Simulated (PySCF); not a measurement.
Species: C₅H₄BN₂O (charge -1).
SMILES: `[C-]#[N+]B1C=CC=CN1[O-]`

The calculation used PySCF 2.14.0, PBE0-D3(BJ)/def2-SVP geometry optimisation, gas phase.

Masses are those of the commonest isotopes; rigid-rotor values at the optimised geometry. 

Problem. What are A, B and C (GHz)?

Solution. Ia = 168.65, Ib = 330.87, Ic = 499.51 u·Å²; 505379 MHz·u·Å²/I gives 2997, 1527 and 1012 MHz, that is A = 2.9967, B = 1.5274, C = 1.0117 GHz.

Problem. Classify the top.

Solution. An asymmetric top; Ray's κ = -0.480.

Problem. What does the inertial defect say?

Solution. Planar: Δ = Ic − Ia − Ib = 0.00 u·Å². For a rigid frame Δ = −2 Σ m c², so it vanishes when all atoms lie in the ab plane; here none is more than 0.01 Å from it.

Problem. Give the coordinates in the principal-axis frame, origin at the centre of mass.

Solution. The sense of each axis is arbitrary; atoms in the order of the calculation.
```tsv
atom	mass (u)	a (Å)	b (Å)	c (Å)
C1	12.000	3.123	-0.662	0.000
N2	14.003	1.957	-0.530	0.000
B3	11.009	0.495	-0.409	0.000
C4	12.000	-0.436	-1.574	0.000
C5	12.000	-1.814	-1.347	0.000
C6	12.000	-2.300	-0.036	0.000
C7	12.000	-1.429	1.051	0.000
N8	14.003	-0.073	0.943	0.000
O9	15.995	0.641	2.006	0.000
H10	1.008	-0.073	-2.608	0.000
H11	1.008	-2.530	-2.179	0.000
H12	1.008	-3.374	0.168	0.000
H13	1.008	-1.769	2.090	0.000
```

Problem. List the rotational levels J(Ka,Kc) to J = 4 (cm⁻¹).

Solution. Above 0(0,0):
J = 1: 1(0,1) 0.0847, 1(1,1) 0.1337, 1(1,0) 0.1509
J = 2: 2(0,2) 0.2503, 2(1,2) 0.2859, 2(1,1) 0.3375, 2(2,1) 0.4845, 2(2,0) 0.4883
J = 3: 3(0,3) 0.4903, 3(1,3) 0.5120, 3(1,2) 0.6147, 3(2,2) 0.7386, 3(2,1) 0.7565, 3(3,1) 1.0288, 3(3,0) 1.0294
J = 4: 4(0,4) 0.7988, 4(1,4) 0.8102, 4(1,3) 0.9785, 4(2,3) 1.0744, 4(2,2) 1.1225, 4(3,2) 1.3739, 4(3,1) 1.3775, 4(4,1) 1.7717, 4(4,0) 1.7718
The levels of one J sum to (2J + 1)J(J + 1)(A + B + C)/3.

Problem. Which lines would a microwave search look for?

Solution. The dipole components (about the centre of mass, as the species is charged) are |μa| = 5.14 D, |μb| = 1.54 D, |μc| = 0.00 D; the mirror of this Cs structure is the ab plane, so μc vanishes by symmetry and there are no c-type lines. The squared components, which scale the intensities, stand as 1.00 : 0.09 (a : b). Some lines, for components of 0.1 D or more:

| type | branch | J(Ka,Kc) | MHz | lower level (cm⁻¹) |
| --- | --- | --- | --- | --- |
| a | Q | 3(2,1) ← 3(2,2) | 536 | 0.739 |
| a | Q | 2(1,1) ← 2(1,2) | 1547 | 0.286 |
| b | Q | 3(2,1) ← 3(1,2) | 4251 | 0.615 |
| b | Q | 2(2,0) ← 2(1,1) | 4521 | 0.338 |
| b | R | 2(1,2) ← 1(0,1) | 6032 | 0.085 |
| b | R | 3(0,3) ← 2(1,2) | 6128 | 0.286 |
| a | R | 3(1,3) ← 2(1,2) | 6779 | 0.286 |
| a | R | 3(2,2) ← 2(2,1) | 7618 | 0.485 |
| b | R | 2(2,0) ← 1(1,1) | 10631 | 0.134 |
| b | R | 3(2,2) ← 2(1,1) | 12025 | 0.338 |
| b | R | 3(2,1) ← 2(1,2) | 14108 | 0.286 |
| b | R | 3(3,1) ← 2(2,0) | 16204 | 0.488 |

Problem. Estimate the classical rotational partition function at 50 K, 200 K and 500 K.

Solution. Point group Cs, symmetry number σ = 1; q = (√π/σ)·√((kT/h)³/(ABC)), k/h = 20836.6 MHz/K: 27700 at 50 K, 222000 at 200 K, 876000 at 500 K.

Whether it is a minimum is left open (no frequencies). Constants of a rigid frame at the computed geometry: no zero-point averaging, no centrifugal distortion. Quadrupole hyperfine structure (11B, 14N) is left out.
